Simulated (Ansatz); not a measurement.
Pulling on the Cd1–H2 bond in BrCdH (SMILES [Br][CdH]) (multiplicity 1 held, fragments rigid). Energies count from the point at 1.659 Å.
Geometry at that point (charge 0, multiplicity 1):
```xyz
3

Cd     0.00000     0.00000    -0.99780
H      0.00000     0.00000    -2.65643
Br     0.00000     0.00000     1.44431
```

Active spaces are followed from a long bond inwards.

Cores are frozen in the correlated methods. Filled d and f shells under p-block atoms count as core.

Codes used: Ansatz (Gaussian orbitals). Each number belongs to the level named beside it. In def2 rows elements past Kr take small-core potentials, without spin–orbit coupling.

Q: What energy at R = 5.308 Å does FIC-MRCISD on CASSCF(2,2)/def2-SVP give?

A: 67.8 kcal/mol

Q: Estimate the energy at R = 5.308 Å that FIC-MRCISD+Q on CASSCF(2,2)/def2-SVP returns for this input.

A: 68.9 kcal/mol

Ansatz is a quantum-chemistry and plane-wave program.
